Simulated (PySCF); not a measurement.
H$_{4}$B (SMILES [BH4-]), charge -1, singlet, geometry from GFN2-xTB. Base run: DF-HF/def2-SVP run with PySCF.

PySCF was given this input:
```python
from pyscf import gto, scf

mol = gto.Mole()
mol.atom = '''
    B     0.00000000    0.00000000    0.00000000
    H    -0.78935573   -0.82329958   -0.45703408
    H     0.16226976   -0.21027872    1.19968171
    H    -0.45033333    1.13195784   -0.16017538
    H     1.07741931   -0.09837954   -0.58247225
'''
mol.basis = 'def2-svp'
mol.charge = -1
mol.verbose = 4
mol.build()

mf = scf.RHF(mol)
mf = mf.density_fit(auxbasis='def2-universal-jkfit')
mf.kernel()
```

The base run was repeated with changes; each row names its change, and settings that it needs were set with it.

| change | basis functions | E (Eh) | HOMO (eV) | HOMO-LUMO gap (eV) |
|---|---|---|---|---|
| base | 34 | -26.95388 | -4.94 | 18.04 |
| basis = STO-3G | 9 | -26.54769 | -2.20 | 30.81 |
| basis = pcseg-0 | 17 | … | … | … |
| basis = 3-21G | 17 | -26.81275 | -4.64 | 19.83 |
| basis = LANL2DZ | 17 | -26.95456 | -4.79 | 16.24 |
| basis = def2-SV(P) | 22 | -26.94795 | -4.98 | 18.08 |
| basis = 6-31+G* | 26 | -26.97473 | -5.15 | 11.96 |
| basis = 6-311+G(2d,p) | 51 | -26.98539 | -5.19 | 11.24 |
| basis = def2-TZVP | … | … | … | … |
| basis = pc-2 | 86 | -26.98742 | -5.19 | 13.40 |
| basis = pcseg-2 | 86 | … | -5.19 | … |
| basis = cc-pVQZ | … | … | … | … |
| basis = def2-QZVP | 177 | -26.98928 | -5.18 | 13.03 |

Problem. Fill in the missing entries.

Solution. 
- basis = pcseg-0, E (Eh): -26.90129
- basis = pcseg-0, HOMO (eV): -5.12
- basis = pcseg-0, HOMO-LUMO gap (eV): 19.01
- basis = def2-TZVP, basis functions: 55
- basis = def2-TZVP, E (Eh): -26.98625
- basis = def2-TZVP, HOMO (eV): -5.14
- basis = def2-TZVP, HOMO-LUMO gap (eV): 13.85
- basis = pcseg-2, E (Eh): -26.98635
- basis = pcseg-2, HOMO-LUMO gap (eV): 13.91
- basis = cc-pVQZ, basis functions: 175
- basis = cc-pVQZ, E (Eh): -26.98870
- basis = cc-pVQZ, HOMO (eV): -5.16
- basis = cc-pVQZ, HOMO-LUMO gap (eV): 14.75

Totals compare only among sets that treat the same electrons; sets with core potentials leave the core out.
